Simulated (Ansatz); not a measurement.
Consider the redistribution: `N[SiH](O)O` + `C[B](C)[SnH3]` → `N[SiH](O)[SnH3]` + `CB(C)O`.

Program: Ansatz. Geometries: PBE0-D4/def2-TZVP. ΔE: electronic, gas phase. CBS: MP2 limit from def2 TZ/QZ plus the TZ coupled-cluster correction, frozen cores. This one scheme is used for every species. DFT in def2-TZVPP. def2 core potentials past Kr. For Sn outer-core shells are correlated without core-valence functions, which leaves a few kJ/mol of doubt a bond. One conformer a species, not always the lowest.

Problem. Is it downhill or uphill in electronic energy at CCSD(T)/CBS, and by how much? (Best estimate.)

Solution. Ansatz gave: Downhill: ΔE = -41.7 kJ/mol.

Problem. What do these levels give: ωB97M-V, PBE, MP2/def2-TZVPP, SCS-MP2/def2-TZVPP, CCSD/def2-TZVPP, HF/def2-QZVPP? (Best estimate.)

Solution. Computed: ωB97M-V -48.3, PBE -60.0, MP2/def2-TZVPP -40.2, SCS-MP2/def2-TZVPP -40.2, CCSD/def2-TZVPP -41.8, HF/def2-QZVPP -40.0 kJ/mol.

Largest T1 diagnostic among the species: 0.013.

From PBE to PBE0 (25 % exact exchange), in def2-TZVPP and without D4, ΔE moves by +4.8 kJ/mol.
